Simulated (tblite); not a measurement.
Isomers of C6H6ClP. Level: GFN2-xTB in tblite, geometry and Hessian alike; calculated harmonic values, unscaled, isolated species. Errors from tens to a few hundred cm⁻¹ against measured bands are possible. Modes of hydrogen on phosphorus can be 10 to 20 % off. One conformer each.

Electronic energies: GFN2-xTB at the same geometries; isomer energies are rough at this level and their order can be wrong.

```csv
SMILES,"electronic energy, lowest = 0 (kcal/mol)"
Cc1cpccc1Cl,2.4
Cc1cc(Cl)ccp1,3.5
Pc1ccc(Cl)cc1,0.0
```

Task: How do GFN2-xTB zero-point energies change the relative energies?

Result: 
```csv
SMILES,ZPE (kcal/mol),of it from modes above 1550 cm⁻¹,electronic (kcal/mol),"with ZPE, lowest = 0 (kcal/mol)",lowest mode (cm⁻¹),rings
Pc1ccc(Cl)cc1,59.9,28.7,0.0,0.0,76,1
Cc1cpccc1Cl,62.6,26.1,2.4,5.1,110,1
Cc1cc(Cl)ccp1,62.4,26.0,3.5,6.1,67,1
```

The zero-point energies span 2.7 kcal/mol, from `Pc1ccc(Cl)cc1` to `Cc1cpccc1Cl`. The order is unchanged.

Task: What do entropy and thermal enthalpy add at 298.15 K and 1 bar (rigid rotor, harmonic oscillator, one conformer each)?

Result: 
```json
{"SMILES": "Pc1ccc(Cl)cc1", "point group": "Cs", "symmetry number": "1", "S (cal/(mol K))": "89.6", "H − H(0) (kcal/mol)": "5.63", "ZPE + H − H(0) − TS (kcal/mol)": "38.8"}
{"SMILES": "Cc1cpccc1Cl", "point group": "Cs", "symmetry number": "1", "S (cal/(mol K))": "88.1", "H − H(0) (kcal/mol)": "5.55", "ZPE + H − H(0) − TS (kcal/mol)": "41.9"}
{"SMILES": "Cc1cc(Cl)ccp1", "point group": "Cs", "symmetry number": "1", "S (cal/(mol K))": "89.9", "H − H(0) (kcal/mol)": "5.68", "ZPE + H − H(0) − TS (kcal/mol)": "41.3"}
```
